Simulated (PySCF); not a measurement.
A structure optimised at PBE0-D3(BJ)/def2-SVP, used in a PySCF frequency run:

```
Ga
F 1 1.7486
F 1 1.7486 2 111.99
As 1 2.3851 2 123.96 3 176.68
H 4 1.5251 1 89.65 2 45.47
H 4 1.5251 5 92.77 1 -89.63
```

**Question.** Write its SMILES, formula and point group.

**Answer.** [F][Ga]([F])[AsH2], AsF2GaH2, Cs

**Question.** What are its rotational constants (standard atomic weights)?

**Answer.** 5.9815, 1.4033, 1.1480 GHz
